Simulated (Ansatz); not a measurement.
`[SH][Zr]([SH])([SH])[SH]`, charge 0, multiplicity 1.

Question: Give a relaxed structure at PBE0-D4/def2-TZVP (Ansatz 0.2.0). (An estimate is asked.)

Answer: The calculation gave: 
Cartesian coordinates in Å:
```
S -1.5294 -1.7957 -0.5489
Zr 0.0000 0.0006 0.0000
S 2.2723 -0.7654 -0.3414
S -0.3344 0.6447 2.3109
S -0.4076 1.9194 -1.4209
H -2.5348 -0.8938 -0.5403
H 2.1460 -1.5214 0.7707
H 0.8285 1.3290 2.2505
H -0.4405 1.0824 -2.4805
```
Point group S4.
This is one stationary point; other conformers may exist.
